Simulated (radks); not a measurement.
Values are calculated unless marked as measured or tabulated.
Task: Coherent X-ray form factor from a spherical all-electron density. Level of theory: non-relativistic Kohn-Sham, TPSS, spin-polarised, spherical densities, point nucleus; meta-GGA in the generalised Kohn-Sham scheme (a radial shooting solver on a logarithmic mesh with Libxc functionals).

sin(theta)/lambda (1/angstrom),f0 (electrons)
0.05,23.354
0.1,21.810
0.15,19.988
0.2,18.191
0.25,16.497
0.3,14.926
0.4,12.225
0.5,10.185
0.6,8.752
0.8,7.092
1,6.134
1.25,5.134
1.5,4.185
2,2.693

The species is in the configuration that NIST lists as its ground one. Which atom or ion scatters so?

Result: Neutral chromium, [Ar] 3d5 4s1. Extrapolating in s^2 from the first two rows gives f0(0) = 23.9, near the electron count 24; among species with that count, the fall with angle is slower the higher Z, and the table is that of Z = 24; from so few rows the species is fixed only to a neighbour or two.
